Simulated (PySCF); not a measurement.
## Frontier levels across methods

Species: C3H7NSi.
Geometry (PBE0-D3(BJ)/def2-SVP, Å), atoms numbered from 1 in this order:
```
atom  x, y, z in Å
N1     2.4415   -0.8572    0.1450
C2     1.2893   -0.4472    0.4867
C3     0.2380    0.1477   -0.3619
C4    -0.7692    1.1269    0.2746
Si5   -1.5424   -0.4737   -0.2376
H6     2.5828   -0.7113   -0.8618
H7     1.0189   -0.5534    1.5550
H8     0.5723    0.4070   -1.3750
H9    -0.6273    1.3198    1.3445
H10   -0.9754    2.0402   -0.2927
H11   -2.3349   -0.5465   -1.4883
H12   -1.8532   -1.4851    0.8004
```

Basis pcSseg-2 throughout (PySCF), one geometry. Isolated species at its PBE0-D3(BJ)/def2-SVP geometry (one conformer only).

Problem. How do the orbital energies, the gap and the dipole change with the method?

Solution. 
```
   method                    kind  HOMO (eV)  LUMO (eV)  gap (eV)  μ (D)  SCF cycles
     BLYP                     GGA      -5.62      -1.29      4.34   3.21          16
     OPBE                     GGA      -5.72      -1.32      4.40   3.06          16
    B97-D                     GGA      -5.73      -1.31      4.42   3.19          16
      PBE                     GGA      -5.75      -1.42      4.33   3.15          15
     BP86                     GGA      -5.85      -1.49      4.36   3.18          16
      KT3                     GGA      -5.85      -1.37      4.48   3.08          16
      KT2                     GGA      -5.85      -1.40      4.46   3.10          16
      LDA                     LDA      -5.86      -1.63      4.23   3.26          15
    B97-2           global hybrid      -6.71      -0.54      6.17   3.28          14
    B3LYP           global hybrid      -6.75      -0.73      6.02   3.33          14
     PBE0           global hybrid      -6.96      -0.52      6.44   3.29          14
 mPW1PW91           global hybrid      -6.98      -0.53      6.45   3.29          14
BHandHLYP           global hybrid      -7.96       0.34      8.30   3.48          13
CAM-B3LYP  range-separated hybrid      -8.25       0.45      8.70   3.43          13
  wB97X-D  range-separated hybrid      -8.77       1.18      9.94   3.38          14
       HF            Hartree–Fock      -9.43       2.22     11.65   3.68          11
  LC-wPBE  range-separated hybrid      -9.56       1.52     11.07   3.44          14
```

The HOMO spans 3.93 eV, from BLYP down to LC-wPBE, and the gap runs from 4.23 eV (LDA) to 11.65 eV (HF). Over the methods BLYP (0 %), OPBE (0 %), B97-D (0 %), PBE (0 %), BP86 (0 %), KT3 (0 %), KT2 (0 %), LDA (0 %), B97-2 (21 %), B3LYP (20 %), PBE0 (25 %), mPW1PW91 (25 %), BHandHLYP (50 %), HF (100 %), a straight line through the gap against the share of exact exchange rises by 0.74 eV for each 10 % (correlation coefficient 0.998). The dipole ranges from 3.06 D (OPBE) to 3.68 D (HF). This basis has no diffuse functions.
